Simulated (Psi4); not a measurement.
ClIn, triplet, geometry from GFN2-xTB (such geometries of metal compounds can be far from the true shape) (the spin is typed, not shown lowest) (all electrons, no relativity). Base run: Psi4 1.11 with B3LYP/STO-3G.

Input for Psi4:
```
memory 2 GB

molecule {
0 3
  In   -0.00000000   -0.00000000   -0.63631162
  Cl    0.00000000    0.00000000    1.83407468
}

set basis sto-3g
set reference uks
set scf_type pk

energy('b3lyp')
print_variables()
```

Variants of this job, named by their change:

```
change                                        ΔE vs base (mEh)  SCF cycles  grid points  basis functions        outcome
--------------------------------------------  ----------------  ----------  -----------  ---------------  -------------
base                                                     0.000          10        38789               36      converged
dft_basis_tolerance = 1e-8                               0.000          10        36862               36      converged
e_convergence = 1e-4                                     0.000          10        38789               36      converged
dft_radial_scheme = multiexp                             0.437          10        43961               36      converged
cholesky_tolerance = 1e-6 (with scf_type cd)             0.018          10        38789               36      converged
basis_guess = sto-3g                                     0.000           1        38789               36      converged
e_convergence = 1e-8                                     0.000          11        38789               36      converged
scf_type = cd                                           -1.333          10        38789               36      converged
guess = modhuckel                                        0.000           8        38789               36      converged
dft_spherical_points = 110                               0.359          10        14203               36      converged
damping_percentage = 50                                      -           -            -               36  not converged
dft_radial_scheme = mura                                 0.106          10        40599               36      converged
```

Open shells are given as the SCF converged; they aren't shown to be the lowest states, and a large step between rows can be another state.
